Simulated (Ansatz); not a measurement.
Relaxation of CH5GaO (8 atoms, charge 0, multiplicity 1), to a largest force component of 0.03 eV/Å in at most 50 steps.

Theory: Ansatz, RHF/def2-SVP.

```xyz
8
Properties=species:S:1:pos:R:3
Ga 0.184 -0.178 0.199
H 0.503 -0.427 1.700
C 2.116 0.073 0.017
H 2.534 -0.903 0.292
H 2.617 0.411 -0.893
H 2.363 0.761 0.830
O -1.256 -0.188 -0.816
H -2.100 -0.396 -0.448
```

**Question.** Where does it end, and by what steps?

**Answer.** It converged. After 7 steps the energy has fallen by 0.879 eV; H2 moved furthest, 0.82 Å.

```csv
step,energy less start (eV),largest force component (eV/Å),accepted
0,0.0000,1.557,yes
1,-0.3926,0.988,yes
2,-0.6135,0.557,yes
3,-0.7639,0.390,yes
4,-0.8679,0.275,yes
5,-0.8735,0.347,yes
6,-0.8792,0.043,yes
7,-0.8794,0.009,yes
```

```xyz
8
Properties=species:S:1:pos:R:3
Ga 0.281 -0.254 0.542
H -0.242 -0.596 1.988
C 2.149 0.071 -0.004
H 2.751 -0.831 0.129
H 2.198 0.367 -1.052
H 2.605 0.857 0.604
O -0.935 -0.155 -0.757
H -1.847 -0.305 -0.570
```

Whether the end is a true minimum wasn't checked by a vibrational analysis.

Run time: 12 s on 1 thread of Arm Neoverse V2, on a shared host, peak memory 0.15 GiB.
